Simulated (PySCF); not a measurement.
# Functional benchmark on one molecule

Molecule: `InChI=1S/CClF3O2S/c2-8(6,7)1(3,4)5`.

Numbering as in the mapped SMILES `[O:1]=[S:2](=[O:3])([Cl:4])[C:5]([F:6])([F:7])[F:8]`.

Geometry PBE0-D3(BJ)/def2-SVP throughout; GIAO in PySCF 2.14, gas phase, one conformer, non-relativistic; equivalent atoms averaged; basis pcSseg-1.

Reference values (measured; G. Saielli, R. Bini, A. Bagno, Computational 19F NMR. 2. Organic compounds, RSC Adv. 2014, ESI (exp. from Berger-Braun-Kalinowski 1994 and Everett 1995)): δ(F6/F7/F8) = -75.5 ppm vs CFCl3. Computed shifts are taken against CFCl3, calculated as an isolated molecule at each level.

How do the functionals BLYP, KT2, B97-D, B3LYP, CAM-B3LYP, wB97X-D perform against the reference? Times are CPU seconds on 1 thread of an Arm Neoverse V1, shared host; the GGAs took longer than the global hybrids here, which isn't the general rule, and the cause wasn't traced.

Answers


```
functional                    kind  F6/F7/F8  abs. error F  core-s
      BLYP                     GGA     -99.1          23.6      19
       KT2                     GGA    -107.9          32.4      19
     B97-D                     GGA     -96.3          20.8      19
     B3LYP           global hybrid     -86.4          10.9      12
 CAM-B3LYP  range-separated hybrid     -75.5           0.0      17
   wB97X-D  range-separated hybrid     -78.8           3.3      16
```

For 19F the closest is CAM-B3LYP (0.0 ppm) and the furthest KT2 (32.4 ppm). One molecule is a small sample, and vibrational and solvent effects are absent from the calculation.
